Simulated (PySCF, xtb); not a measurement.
C2H8SSi, SMILES C[SiH](C)S.

GFN2-xTB in xtb 6.7.1 at its own geometry gives an orbital gap of 5.01 eV and a dipole moment of 3.40 D.

Geometry: B3LYP-D3(BJ)/def2-SVP. One conformer was computed; it need not be the lowest.

Question: What does PBE/def2-TZVP (PySCF) give? (An estimate is asked for; the answer gives what the named calculation found.)

Answer: gap 5.60 eV (levels -5.93 and -0.33 eV), dipole 1.97 D.
